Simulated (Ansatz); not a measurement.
Basis sets compared for Pd₂Se₃ (the lowest singlet isomer of a short search). The state is a singlet with charge 0. Geometry PBE-D4/def2-SVP. Ansatz on 4 threads of Arm Neoverse N1 on a shared host; times are rough, and most runs start from earlier orbitals.

```xyz
5

Pd    0.2437   -1.0836   -0.0956
Pd   -1.4441    0.9165    0.5988
Se    0.7995    1.3864   -0.0562
Se   -2.0283   -0.8955   -0.8470
Se    2.4291   -0.3238    0.4001
```

In the def2 sets Pd takes a core potential; there is no spin–orbit coupling. The restricted singlet is unstable towards broken spin symmetry in Hartree–Fock (as tested in another run); at PBE-D4/def2-SVP, PBE-D4/def2-TZVP, PBE0-D4/def2-SVP, PBE0-D4/def2-TZVP this wasn't settled. No other spin state of charge 0 was run. Another isomer (singlet) lies 0.37 eV lower at PBE0-D4/def2-TZVP; other spin states weren't run for this one.

Binding counts from free atoms (Pd singlet, Se triplet) in the same basis, without a counterpoise term.

```csv
level,functions,energy (Eh),HOMO (eV),LUMO (eV),binding per atom (eV),wall time
PBE-D4/def2-SVP,158,-7458.6625,-5.23,-5.11,2.60,5.5 s
PBE0-D4/def2-SVP,158,-7458.7755,-6.25,-4.77,2.14,12 s
```

Question: Estimate the rows for PBE-D4/def2-TZVP (with forces), PBE0-D4/def2-TZVP.

Answer: 
| level | functions | energy (Eh) | HOMO (eV) | LUMO (eV) | binding per atom (eV) | wall time |
| --- | --- | --- | --- | --- | --- | --- |
| PBE-D4/def2-TZVP (with forces) | 224 | -7459.6161 | -5.24 | -5.12 | 2.61 | 10 s |
| PBE0-D4/def2-TZVP | 224 | -7459.7277 | -6.23 | -4.74 | 2.17 | 22 s |
